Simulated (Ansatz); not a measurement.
The cluster LiNbO3. Charge 0, multiplicity 3. Geometry B3LYP-D4/def2-TZVP; atoms count from 1.

```xyz
5

Li   -0.984   -0.599    0.618
Nb    1.097    0.110   -0.592
O    -0.075    1.122    0.688
O    -0.752    0.897   -0.606
O     0.714   -1.530   -0.108
```

In the def2 sets Nb takes a core potential; there is no spin–orbit coupling. The structure holds one bond between oxygen atoms, so isomers without such links may lie far lower. The structure comes from a short search, and lower isomers may exist.

(1) Estimate the Mulliken populations from the PBE0/def2-TZVP orbitals of Ansatz.

(2) Where does the spin sit?

(3) And the Mayer bond orders between bonded heavy atoms (over 0.3)?

## Answers

(1) 
```json
{"atom": "Li1", "charge (e)": "0.82", "spin (α − β)": "0.00", "d electrons": "–"}
{"atom": "Nb2", "charge (e)": "0.85", "spin (α − β)": "2.09", "d electrons": "3.07"}
{"atom": "O3", "charge (e)": "-0.47", "spin (α − β)": "-0.02", "d electrons": "–"}
{"atom": "O4", "charge (e)": "-0.47", "spin (α − β)": "-0.02", "d electrons": "–"}
{"atom": "O5", "charge (e)": "-0.72", "spin (α − β)": "-0.06", "d electrons": "–"}
```
Mulliken values and Mayer orders depend strongly on the basis.

(2) Summed by element: Li 0.00, Nb 2.09, O -0.09, of 2 unpaired in all. Largest on single atoms: Nb2 2.09, O5 -0.06, O3 -0.02.

(3) Nb2–O3 0.74 (2.01 Å); Nb2–O4 0.74 (2.01 Å); Nb2–O5 1.84 (1.75 Å); O3–O4 0.83 (1.48 Å).
